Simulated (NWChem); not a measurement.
Species: Sn anion, quartet

All runs: NWChem. Spin-unrestricted. Sets without diffuse functions describe the anion's extra electron poorly. No stability test was run on the SCF state. The highest occupied level is positive in some or all of these runs, so the extra electron may be held by the finite basis. def2 effective core potentials on Sn; no spin-orbit coupling. Total energies compare along this basis series because the functional is fixed.

| level | basis functions | energy (Ha) | highest occupied level (eV) | lowest empty minus highest occupied level, either spin (eV) |
|---|---|---|---|---|
| CAM-B3LYP/def2-SVP | 26 | -214.2667 | 0.07 | 4.90 |
| CAM-B3LYP/def2-SVPD | 32 | -214.2676 | 0.04 | 4.90 |
| CAM-B3LYP/def2-TZVP | 50 | -214.2794 | -0.32 | 4.46 |
| CAM-B3LYP/def2-TZVPD | 56 | -214.2802 | -0.36 | 4.47 |
| CAM-B3LYP/def2-TZVPP | 50 | -214.2794 | -0.32 | 4.46 |
| CAM-B3LYP/def2-QZVP | 82 | -214.2823 | -0.45 | 4.29 |
